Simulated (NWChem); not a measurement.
Species: CH₂ClFO₂Si; SMILES F[Si@@](C=O)(Cl)O

```xyz
8

O      0.6208     2.3786    -0.2807
C      0.6604     1.4517     0.5121
Si    -0.3644    -0.1034     0.0498
O     -1.0150     0.2366    -1.4098
F     -1.4978    -0.3677     1.1515
Cl     0.8228    -1.7755    -0.0053
H      1.2718     1.5335     1.4370
H     -0.7980     1.1472    -1.6815
```
Atoms are numbered in this order, from 1.

Computed with NWChem. Pople sets run with spherical d functions. Geometry: optimised at B3LYP/6-31G* (spherical d). B3LYP is NWChem's, with the RPA form of VWN correlation. Level: B3LYP/6-31G* with SMD (1 M gas to 1 M solution), gas-phase geometry. Reactions with the solvent are ignored.

Estimate the computed values for solvent water. Quantities: solvation free energy (kcal/mol); cavity-dispersion-structure term (kcal/mol); dipole in solution (D).

The solvation free energy (kcal/mol) is -4.2 and the cavity-dispersion-structure term (kcal/mol) is 4.2. The dipole in solution (D) is 2.07.
